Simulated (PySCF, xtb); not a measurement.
boric acid (BH3O3), SMILES OB(O)O. The values are those of a single conformer.

Harmonic wavenumbers (cm⁻¹) from GFN2-xTB (xtb 6.7.1) at its own minimum, in rising order: 394, 398, 411, 473, 521, 594, 842, 905, 953, 972, 1263, 1353, 3645, 3653, 3658.

**Question.** What does PBE-D3(BJ)/def2-SVP (PySCF) give at its own minimum? (Estimate from the structure and the level; the computed values follow.)

**Answer.** 259, 434, 444, 449, 497, 646, 862, 909, 989, 1009, 1411, 1468, 3772, 3778, 3798. Paired by order, the mean absolute difference is 70 cm⁻¹ and the zero-point energies are 28.6 and 29.6 kcal/mol.
